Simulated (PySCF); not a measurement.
Vertical excitations of a molecule C₂H₆AlFO from PySCF with TDA-LC-ωPBE/def2-SVPD, as energy in eV (oscillator strength): 7.47 (0.120), 7.69 (0.021), 8.07 (0.087), 8.41 (0.046), 8.95 (0.142), 9.08 (0.008), 9.17 (0.004), 9.29 (0.060), 9.42 (0.036), 9.72 (0.004). Lowest triplet (TDA): 6.72 eV. Coordinates come from a B3LYP-D3(BJ)/def2-SVP optimisation. Other conformers were not sampled.

### Question
Which structure fits?
(A) C[O][Al]([CH3])[F]
(B) CC[O][AlH][F]
(C) C[CH2][Al]([OH])[F]

### Answer
C, C[CH2][Al]([OH])[F]
